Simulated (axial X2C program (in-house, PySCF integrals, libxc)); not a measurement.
Br or N: which binds elements of chip processing more strongly?

All values come from calculations with an in-house all-electron X2C program for linear molecules (integrals from PySCF), spin-free (one-electron X2C) or two-component (2c: spin–orbit coupling with atomic mean-field Coulomb and Gaunt terms, which also bring small scalar terms), in Dyall basis sets with cores contracted in-house; open shells are unrestricted.

Level CCSD(T), spin-free. Dyall triple-zeta sets: BBr v3z/cv3z; BN v3z/av3z; PBr v3z/cv3z; PN v3z/av3z; GaBr cv3z/cv3z; GaN cv3z/av3z; AsBr cv3z/cv3z; AsN cv3z/av3z. Frozen shells (counts by l): BBr Br 3s2p1d, B 1s, 10 electrons correlated; BN N 1s, B 1s, 8 electrons correlated; PBr Br 3s2p1d, P 2s1p, 12 electrons correlated; PN P 2s1p, N 1s, 10 electrons correlated; GaBr Br 3s2p1d, Ga 3s2p1d, 10 electrons correlated; GaN Ga 3s2p1d, N 1s, 8 electrons correlated; AsBr Br 3s2p1d, As 3s2p1d, 12 electrons correlated; AsN As 3s2p1d, N 1s, 10 electrons correlated. Coupled cluster in natural virtuals with an MP2 remainder. Where the outer core of a metal is frozen, bonds come out longer and ionisation energies lower.

Diatomic bonds are a first guide to the radicals met in plasma etching, cleaning and deposition, though surfaces and higher halides or oxides behave in their own way.

| element M | state of MBr | Re MBr (Å) | D0 MBr (eV) | state of MN | Re MN (Å) | D0 MN (eV) |
| --- | --- | --- | --- | --- | --- | --- |
| B | M_S = 0, Λ = 0 | 1.893 | 4.37 | M_S = 1, Λ = 1 | 1.337 | 4.17 |
| P | M_S = 1, Λ = 0 | 2.197 | 2.54 | M_S = 0, Λ = 0 | 1.508 | 5.77 |
| Ga | M_S = 0, Λ = 0 | 2.380 | 4.20 | M_S = 1, Λ = 0 | 2.015 | 1.97 |
| As | M_S = 1, Λ = 0 | 2.315 | 2.44 | M_S = 0, Λ = 0 | 1.630 | 4.61 |

Question: Work out the energy at 0 K of MBr + N → MN + Br for each element.

Answer: ΔE = D0(MBr) − D0(MN) at CCSD(T), spin-free: B 0.20, P -3.23, Ga 2.23, As -2.17 eV (negative: the exchange gives off energy).

Question: For which element is the exchange to N most and for which least favourable, and what is the energy of PBr + GaN → PN + GaBr?

Answer: P most (-3.23 eV), Ga least (2.23 eV). The atoms cancel in the double exchange: ΔE = -3.23 − (2.23) = -5.46 eV, a figure less sensitive to errors in the atoms than D0 itself.

Each entry is the lowest single determinant of a limited PBE0 search at one distance. D0 = De minus the zero-point energy; De goes to single-determinant-based atoms at the same level (for ions the charge split of lowest energy) and is withheld (n/a) where an atom does not fit its ground term or J level. Main or longest-lived isotopes. One determinant is a doubtful description, or other states lie close, for BN, PBr, GaN, AsBr; these need not be ground states, and all values refer to the states named. Spin-free values lack the spin–orbit lowering of the atoms, a third of the ²P splitting for halogens (0.036 eV for Cl, 0.152 eV for Br from NIST levels). These D0 were not checked against measured values; triple-zeta sets, frozen cores and single determinants leave errors of some tenths of an eV, more for transition metals.
